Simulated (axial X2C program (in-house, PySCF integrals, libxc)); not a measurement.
# Low determinants of AuCl at the PBE0 level, with spin–orbit coupling

All values were computed with an axial X2C code built on PySCF integrals. Two-component (2c) means X2C with spin–orbit coupling and atomic mean-field two-electron Coulomb and Gaunt terms. Basis: Au dyall-cv4z [15s16p10d7f7g], Cl dyall-av4z [10s9p4d3f2g] (cores contracted in-house); Gaussian nuclei, density fitting, unrestricted open shells. Masses: Au 196.967 u, Cl 34.969 u.

Search at 2.230 Å (vertical energies from the lowest determinant):

```
ΔE (eV)  state  electrons beyond evenly filled partner blocks  electrons in ±ω = 1/2, 3/2, 5/2, 7/2
   0.00  Ω = 0                                           none                            56 28 10 2
   1.92  Ω = 2                               ω = 1/2, ω = 3/2                            57 27 10 2
   2.04  Ω = 1                                    2 × ω = 1/2                            56 28 10 2
   2.14  Ω = 1                              ω = -1/2, ω = 3/2                            57 27 10 2
   2.96  Ω = 3                               ω = 1/2, ω = 5/2                             57 28 9 2
   3.05  Ω = 2                              ω = -1/2, ω = 5/2                             57 28 9 2
   6.44  Ω = 2                               ω = 1/2, ω = 3/2                            55 29 10 2
```

Lowest determinant, Ω = 0 (closed shell): Re = 2.205 Å, ωe = 374.6 cm⁻¹.

The determinant in row 2 of the search, Ω = 2 (⟨Sz⟩ = 0.95, ⟨Lz⟩ = 1.05 at PBE0), was followed along the bond at PBE0; measured from the minimum of the lowest determinant it gives:

Te = 1.909 eV (15394 cm⁻¹), Re = 2.282 Å, ωe = 309.8 cm⁻¹.

The determinant in row 3 of the search, Ω = 1 (⟨Sz⟩ = 0.68, ⟨Lz⟩ = 0.32 at PBE0), was followed along the bond at PBE0; measured from the minimum of the lowest determinant it gives:

Te = 1.995 eV (16091 cm⁻¹), Re = 2.326 Å, ωe = 298.9 cm⁻¹.

(1) Compare the bond of the determinant in row 2 with that of the lowest one.

The search compares states at one distance, so a state with another bond length can lie lower; it is not exhaustive and yields mostly the lowest determinant of each block pattern, so other components and higher states of one pattern are missing. These are energies of single determinants, not of spin-adapted states; PBE0 term energies can be off by some tenths of an eV, and the functional has no current term. Open-shell Ω = 0 determinants with evenly filled partner blocks cannot be reached by this program, so the Ω shown need not be the lowest component. Where ⟨Sz⟩ is far from a half-integer, Re and ωe of a determinant are not those of a level.

Answers

(1) At PBE0 its Re is 0.077 Å longer and its force constant, which goes as ωe², is 0.68 times that of the lowest determinant. T0 ≈ Te + Δωe/2 = 15394 + (-32) = 15362 cm⁻¹.
